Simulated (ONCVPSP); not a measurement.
**Potentials for Fe compared**

Generated with ld1.x 7.5 (TM, RRKJ, ultrasoft, PAW), atompaw 4.2 or ONCVPSP 4.0.1. The cutoff is in Ry: for ld1.x and atompaw files where the sum of valence levels is converged to 10 mRy in a Bessel basis, for ONCV files where the hardest occupied wave has 1 mHa per electron of residual kinetic energy. The error is the largest all-electron minus pseudo excitation energy over each file’s own four to seven test configurations (ionisations up to +4, promotions, holes and added fractions of an electron), all of which were solved. The labels leave out finer settings (local radius, basis sizes, second energies), which also bear on the numbers. Spin-polarised tests are not counted. The rows are a selection from randomly drawn settings: files with unsolved tests, undetermined cutoffs or missed reference levels are left out.

A true bound ghost makes a file unfit for plane-wave use even where its test errors are small: the radial tests pick states by their node count and pass the ghost by.

| potential | cutoff (Ry) | largest error (meV) | bound ghosts |
| --- | --- | --- | --- |
| ONCV, PBE, scalar-relativistic, rc 1.35/1.00/1.45 (spd), local smoothed, core correction no, reference 3s2 3p6 3d6 4s2, qcut 10/16.3/9.1, projectors 2/2/3 | 129 | +20 | none |
| ONCV, PBE, scalar-relativistic, rc 2.00/2.10/1.60 (spd), local smoothed, core correction yes, reference 3d6 4s1, qcut 3.2/4.5/10.4, projectors 1/2/3 | 80 | -220 | none |
| ONCV, PBE, non-relativistic, rc 1.10/0.80/0.95 (spd), local smoothed, core correction yes, reference 3s2 3p6 3d6 4s1, qcut 10.2/11.4/18.8, projectors 2/2/3 | 226 | +0.7 | none |
| ONCV, LDA (Perdew-Wang 92), scalar-relativistic, rc 1.10/1.35/1.20 (spd), local smoothed, core correction no, reference 3s2 3p6 3d6 4s2, qcut 9.5/11.5/11.8, projectors 2/3/2 | 118 | +93 | none |
| ONCV, PBEsol, scalar-relativistic, rc 1.90/1.35/1.60/2.10 (spdf), local smoothed, core correction yes, reference 3p6 3d6 4s2, qcut 2.9/8/7.7/5.8, projectors 2/2/2/3 | 57 | +132 | s |

(1) Fill in the row for Fe: ONCV, PBEsol, scalar-relativistic, rc 1.15/1.20/1.00 (spd), local smoothed, core correction yes, reference 3s2 3p6 3d6 4s2, qcut 8.2/12.5/14.7, projectors 2/1/3.

(2) Fill in the row for Fe: ONCV, LDA (Perdew-Zunger), scalar-relativistic, rc 1.20/1.25/1.90 (spd), local smoothed, core correction no, reference 3s2 3p6 3d6 4s2, qcut 8.8/10.6/8.4, projectors 3/1/2.

## Answers

(1) cutoff 171 Ry, largest error +5.6 meV, bound ghosts: none.

(2) cutoff 69 Ry, largest error +98 meV, bound ghosts: none.
